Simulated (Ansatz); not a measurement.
A nudged elastic band was laid between two geometries of CH₄AlNS (8 atoms, charge 0, multiplicity 1).

All numbers below come from Ansatz 0.2.0, RKS PBE-D4/6-31G*.

| Quantity | Value |
| --- | --- |
| movable images | 5 |
| climbing image | yes |
| spring | 5.0 eV/Å² |
| optimiser | quadratic models (default) |
| start path | through a guess of the saddle point |
| force threshold | 0.03 eV/Å |
| iteration limit | 60 |
| end points | relaxed |

First end point:

```xyz
8
Properties=species:S:1:pos:R:3
Al -0.181 1.958 -0.481
N -0.250 0.230 -0.084
C -0.191 -0.987 0.206
S 1.357 -1.857 0.528
H -0.077 2.338 -2.028
H -0.284 2.983 0.738
H -1.075 -1.650 0.295
H 0.793 -3.072 0.769
```

Last end point:

```xyz
8
Properties=species:S:1:pos:R:3
Al -0.073 1.758 -0.426
N -0.332 0.046 -0.046
C -0.530 -1.163 0.223
S 0.714 -2.408 0.609
H 0.141 2.131 -1.964
H -0.067 2.777 0.803
H -1.532 -1.636 0.257
H 1.772 -1.562 0.488
```

Problem. What changes between the two ends?

Solution. No bond is made or broken. The dihedral N2–C3–S4–H8 goes from -180 to 0°.

Problem. What energy profile does the band end with?

Solution. The forces met the threshold. The highest image is number 3 of 0 to 6, 0.33 eV above the first end and 0.36 eV above the last; the last end lies 0.04 eV below the first. A vibrational analysis at the climbing image gives one clearly imaginary mode, 353i cm⁻¹: a first-order saddle point.

```json
{"image": "0", "path coordinate (Å)": "0.00", "energy (eV)": "0.00", "dihedral N2–C3–S4–H8 (°)": "-180"}
{"image": "1", "path coordinate (Å)": "0.62", "energy (eV)": "0.05", "dihedral N2–C3–S4–H8 (°)": "-164"}
{"image": "2", "path coordinate (Å)": "1.24", "energy (eV)": "0.21", "dihedral N2–C3–S4–H8 (°)": "-130"}
{"image": "3", "path coordinate (Å)": "1.86", "energy (eV)": "0.33", "dihedral N2–C3–S4–H8 (°)": "-89"}
{"image": "4", "path coordinate (Å)": "2.39", "energy (eV)": "0.21", "dihedral N2–C3–S4–H8 (°)": "-52"}
{"image": "5", "path coordinate (Å)": "2.93", "energy (eV)": "0.01", "dihedral N2–C3–S4–H8 (°)": "-16"}
{"image": "6", "path coordinate (Å)": "3.46", "energy (eV)": "-0.04", "dihedral N2–C3–S4–H8 (°)": "0"}
```

Problem. What is the geometry of the highest image?

Solution. 
```xyz
8
Properties=species:S:1:pos:R:3
Al -0.068 1.822 -0.506
N -0.435 0.161 0.036
C -0.456 -1.012 0.457
S 1.048 -1.950 1.053
H 0.226 1.996 -2.063
H -0.179 2.965 0.600
H -1.378 -1.614 0.556
H 1.334 -2.425 -0.189
```

Problem. What are the harmonic wavenumbers there?

Solution. 353i, 62, 172, 267, 367, 536, 543, 641, 673, 708, 736, 925, 1283, 1800, 1908, 1925, 2612, 2990 cm⁻¹.

Run time: 6.2 min on 1 thread of Arm Neoverse V2, on a shared host, peak memory 0.12 GiB.
